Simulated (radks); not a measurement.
The mercury ion Hg+, [Xe] 4f14 5d10 6s1. Method: non-relativistic Kohn-Sham, LDA (Slater exchange, Perdew-Wang correlation), spin-polarised, spherical densities, point nucleus; computed with a radial shooting solver on a logarithmic mesh with Libxc functionals. Every spin shell is full or empty, so the densities are truly spherical. Functionals are evaluated on that one density, not self-consistently. Rank these exchange functionals by their error against the exact value of the orbitals, and give that value: LDA, B88, PBE, revPBE, RPBE, WC, AM05, SOGGA, G96, APBE, revTPSS, MS2, Tao-Mo, TASK, MVS.

Answer. Exact: -344.827 hartree. From best to worst, with 100 (|E| - |E exact|)/|E exact| (equal figures are ties): B88 +0.09, MVS +0.09, RPBE -0.20, revPBE -0.24, APBE +0.27, PBE -0.32, G96 +0.49, WC -0.60, MS2 -0.65, Tao-Mo -0.81, revTPSS -0.88, SOGGA -1.78, TASK -1.80, AM05 -3.58, LDA -3.78.
